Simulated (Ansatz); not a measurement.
Reaction (formal exchange of groups at the Al–C bond): `[OH][AlH][CH2]S` + `[SiH3][SeH]` → `[OH][AlH][SiH2][SeH]` + CH₃SH

Computed with Ansatz on PBE0-D4/def2-TZVP structures; ΔE is electronic, products minus reactants. CCSD(T)/CBS is the MP2 limit (def2-TZVPP, def2-QZVPP) plus CCSD(T) − MP2 in def2-TZVPP, frozen cores. This one scheme is used for every species. DFT in def2-TZVPP. For Se outer-core shells are correlated without core-valence functions, which leaves a few kJ/mol of doubt a bond. Scalar relativity is left out up to krypton. Each species was taken in one conformer, which may not be the lowest.

```json
{"level": "r2SCAN-D4", "ΔE (kJ/mol)": "-10.1"}
{"level": "ωB97X-V", "ΔE (kJ/mol)": "-8.5"}
```

Problem. What does CCSD(T)/CBS give? (Best estimate.)

Solution. The calculation gave: -8.0 kJ/mol. The listed levels differ from it by -2.1, -0.5 kJ/mol.

Largest T1 diagnostic among the species: 0.012.

Leaving LDA and LC-ωPBE aside and taking each functional with its dispersion term where it has one, the values, not all of them listed here, spread over 18.0 kJ/mol, from PBE-D4 to ωB97M-V. From BLYP to BHLYP (50 % exact exchange), in def2-TZVPP and without D4, ΔE moves by +4.3 kJ/mol.
